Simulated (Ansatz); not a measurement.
Relaxation of Sr₄Te₅⁻ with UKS PBE-D4/def2-SVP.

```sh
$ ansatz run in.yaml --threads 4 --pin off --events-out ev --progress --plain --max-ram 6963MiB
```

```yaml
crystal:
  periodic: [false, false, false]
  atoms:
    - {symbol: Sr, position_ang: [-0.530430, -2.142460, 1.590090]}
    - {symbol: Sr, position_ang: [2.032280, 0.485310, -1.637270]}
    - {symbol: Sr, position_ang: [-1.884360, -0.797070, -1.880840]}
    - {symbol: Sr, position_ang: [-0.702860, 2.540580, 0.240930]}
    - {symbol: Te, position_ang: [1.235210, -1.881050, 3.889960]}
    - {symbol: Te, position_ang: [-0.547170, 1.800050, -2.783890]}
    - {symbol: Te, position_ang: [0.726080, -2.259450, -1.240670]}
    - {symbol: Te, position_ang: [2.173230, 2.089530, 0.864340]}
    - {symbol: Te, position_ang: [-2.501980, 0.164570, 0.957360]}
basis:
  gaussian: {orbitals: def2-SVP}
total_charge: -1
magnetization: {spin_polarized: true, initial_magnetization: 1}
hamiltonian: {xc: pbe, dispersion: d4}
scf: {lower_state_search: "off"}
output: {orbitals: {seedname: orbitals}}
relax: {f_tol: 0.03, max_steps: 70}
```

It took 3.8 min on 4 threads of Arm Neoverse V1 on a shared host, peak host memory 0.59 GiB.

Positions (Å) and forces (eV/Å) at steps 1, 2, 3, 4, 5, 6, 7, 8, 9, 10, 12, 13, 15 of 15:

```xyz
9
step=1 energy=-39823.8292 eV
Sr   -0.530   -2.142    1.590   -0.249   -0.028   -0.337
Sr    2.032    0.485   -1.637    0.289   -0.161   -0.336
Sr   -1.884   -0.797   -1.881   -0.225    0.008   -0.343
Sr   -0.703    2.541    0.241   -0.326    0.308    0.084
Te    1.235   -1.881    3.890    0.691    0.085    0.921
Te   -0.547    1.800   -2.784   -0.135    0.473   -0.699
Te    0.726   -2.259   -1.241    0.196   -0.858   -0.382
Te    2.173    2.090    0.864    0.649    0.215    0.729
Te   -2.502    0.165    0.957   -0.889   -0.042    0.361
9
step=2 energy=-39824.3250 eV
Sr   -0.486   -2.098    1.606    0.114    0.283   -0.146
Sr    2.045    0.458   -1.654   -0.110   -0.021    0.108
Sr   -1.897   -0.762   -1.938    0.092    0.108    0.018
Sr   -0.733    2.546    0.252    0.053   -0.143   -0.008
Te    1.331   -1.868    4.017    0.220    0.006    0.318
Te   -0.557    1.899   -2.905    0.019    0.083   -0.062
Te    0.735   -2.427   -1.340   -0.138   -0.146   -0.159
Te    2.254    2.103    0.969   -0.037   -0.082    0.037
Te   -2.692    0.148    0.994   -0.212   -0.088   -0.104
9
step=3 energy=-39824.4851 eV
Sr   -0.370   -1.941    1.601    0.148    0.276   -0.091
Sr    1.984    0.418   -1.612    0.065   -0.037   -0.029
Sr   -1.877   -0.706   -1.969   -0.085   -0.050   -0.069
Sr   -0.737    2.463    0.253   -0.046    0.049    0.045
Te    1.405   -1.846    4.101    0.123   -0.008    0.191
Te   -0.538    1.952   -2.936    0.055    0.043    0.033
Te    0.677   -2.492   -1.410   -0.099   -0.024   -0.046
Te    2.241    2.040    1.021   -0.114   -0.189    0.044
Te   -2.786    0.111    0.951   -0.047   -0.060   -0.078
9
step=4 energy=-39824.6230 eV
Sr   -0.252   -1.786    1.600    0.180    0.322   -0.095
Sr    1.990    0.389   -1.616   -0.025   -0.045   -0.067
Sr   -1.914   -0.704   -2.027   -0.005   -0.014    0.008
Sr   -0.761    2.458    0.268   -0.079   -0.002   -0.031
Te    1.468   -1.833    4.179    0.057   -0.021    0.107
Te   -0.519    1.966   -2.924    0.054    0.028    0.047
Te    0.626   -2.505   -1.456   -0.058    0.028    0.004
Te    2.188    1.923    1.075   -0.148   -0.263    0.077
Te   -2.825    0.091    0.900    0.024   -0.032   -0.050
9
step=5 energy=-39824.7776 eV
Sr   -0.142   -1.625    1.583    0.250    0.346   -0.019
Sr    1.983    0.369   -1.641   -0.020   -0.049   -0.098
Sr   -1.913   -0.695   -2.035   -0.035   -0.030   -0.018
Sr   -0.793    2.458    0.260   -0.101    0.015   -0.042
Te    1.503   -1.835    4.233    0.013   -0.033    0.056
Te   -0.505    1.982   -2.921    0.043    0.035    0.024
Te    0.607   -2.513   -1.480   -0.020    0.043    0.012
Te    2.107    1.773    1.122   -0.172   -0.327    0.113
Te   -2.846    0.086    0.879    0.041   -0.001   -0.028
9
step=6 energy=-39824.9476 eV
Sr   -0.031   -1.465    1.568    0.275    0.296    0.074
Sr    1.977    0.356   -1.671   -0.020   -0.058   -0.113
Sr   -1.915   -0.690   -2.043   -0.043   -0.045   -0.014
Sr   -0.824    2.464    0.246   -0.118    0.018   -0.046
Te    1.529   -1.842    4.279   -0.020   -0.041    0.015
Te   -0.496    1.996   -2.924    0.041    0.047    0.008
Te    0.596   -2.513   -1.493    0.009    0.064   -0.002
Te    2.018    1.610    1.172   -0.170   -0.318    0.106
Te   -2.854    0.084    0.865    0.047    0.037   -0.027
9
step=7 energy=-39825.0685 eV
Sr    0.089   -1.332    1.597    0.091    0.076    0.050
Sr    1.970    0.348   -1.731   -0.036   -0.017   -0.015
Sr   -1.924   -0.688   -2.057    0.015   -0.017    0.041
Sr   -0.870    2.487    0.212   -0.023   -0.025   -0.024
Te    1.546   -1.886    4.352   -0.028   -0.049    0.012
Te   -0.488    2.020   -2.939    0.005    0.024   -0.020
Te    0.595   -2.488   -1.490    0.007    0.028   -0.019
Te    1.916    1.447    1.204   -0.040   -0.048   -0.004
Te   -2.832    0.093    0.852    0.008    0.027   -0.020
9
step=8 energy=-39825.0335 eV rejected
Sr    0.223   -1.212    1.661   -0.302   -0.345   -0.060
Sr    1.935    0.368   -1.799    0.046    0.045    0.128
Sr   -1.927   -0.733   -2.013    0.032    0.093   -0.057
Sr   -0.903    2.507    0.140    0.121   -0.011    0.075
Te    1.497   -2.038    4.442   -0.015   -0.055    0.039
Te   -0.511    2.029   -2.986   -0.065   -0.059   -0.027
Te    0.628   -2.460   -1.515    0.008   -0.027    0.103
Te    1.886    1.395    1.223    0.126    0.418   -0.276
Te   -2.828    0.144    0.847    0.050   -0.058    0.075
9
step=9 energy=-39825.0782 eV
Sr    0.138   -1.287    1.619   -0.033   -0.013   -0.034
Sr    1.962    0.367   -1.740   -0.042   -0.055   -0.130
Sr   -1.921   -0.705   -2.034    0.015    0.012    0.010
Sr   -0.862    2.495    0.191   -0.129    0.010   -0.070
Te    1.507   -1.968    4.382   -0.003   -0.061    0.062
Te   -0.512    2.015   -2.970    0.022   -0.003    0.035
Te    0.613   -2.479   -1.489    0.020    0.042    0.032
Te    1.901    1.452    1.179    0.097    0.051    0.085
Te   -2.825    0.110    0.861    0.053    0.017    0.009
9
step=10 energy=-39825.0925 eV
Sr    0.156   -1.263    1.631    0.023    0.007    0.014
Sr    1.953    0.378   -1.770   -0.005   -0.021   -0.033
Sr   -1.916   -0.716   -2.017    0.016    0.010    0.011
Sr   -0.877    2.510    0.160   -0.037    0.005   -0.013
Te    1.472   -2.058    4.411   -0.027   -0.052    0.021
Te   -0.526    2.007   -2.986   -0.011   -0.011   -0.004
Te    0.634   -2.469   -1.466   -0.007    0.022    0.012
Te    1.910    1.487    1.160    0.026    0.039   -0.002
Te   -2.806    0.123    0.878    0.021    0.000   -0.006
9
step=12 energy=-39825.1216 eV
Sr    0.253   -1.167    1.670    0.060   -0.038    0.117
Sr    1.926    0.427   -1.837    0.043   -0.011   -0.012
Sr   -1.891   -0.748   -1.946   -0.050   -0.035   -0.034
Sr   -0.886    2.542    0.082   -0.019    0.044    0.025
Te    1.307   -2.348    4.487   -0.060    0.005   -0.089
Te   -0.605    1.969   -3.060    0.002   -0.014    0.016
Te    0.696   -2.438   -1.404    0.002    0.024    0.015
Te    1.947    1.612    1.073   -0.011    0.023   -0.040
Te   -2.746    0.151    0.936    0.031    0.002    0.000
9
step=13 energy=-39825.1266 eV
Sr    0.324   -1.133    1.726    0.001   -0.005    0.008
Sr    1.939    0.459   -1.889   -0.068   -0.042    0.021
Sr   -1.907   -0.782   -1.932    0.059    0.025    0.060
Sr   -0.898    2.596    0.047   -0.018   -0.081   -0.015
Te    1.207   -2.511    4.530   -0.049    0.036   -0.110
Te   -0.647    1.937   -3.084    0.000    0.001    0.000
Te    0.725   -2.396   -1.361    0.008   -0.004   -0.004
Te    1.935    1.663    1.003    0.072    0.066    0.032
Te   -2.679    0.168    0.961   -0.005    0.004    0.006
9
step=15 energy=-39825.1398 eV
Sr    0.374   -1.058    1.715   -0.002   -0.018    0.017
Sr    1.927    0.463   -1.893   -0.008    0.000   -0.011
Sr   -1.889   -0.818   -1.864    0.010    0.008    0.003
Sr   -0.897    2.589    0.035   -0.007    0.001   -0.012
Te    1.072   -2.606    4.441   -0.003    0.007   -0.012
Te   -0.683    1.891   -3.087   -0.001   -0.004    0.004
Te    0.769   -2.401   -1.328    0.000    0.007    0.004
Te    1.987    1.761    0.968    0.003   -0.001    0.007
Te   -2.659    0.179    1.012    0.008    0.001    0.000
```

In the def2 sets Sr, Te take a core potential; there is no spin–orbit coupling. The gap within one spin of the charge -1 doublet nearly closes, so an electron or hole may be smeared out by delocalisation error. Another isomer (doublet) lies 0.14 eV lower at PBE0-D4/def2-SVP; other spin states weren't run for this one.
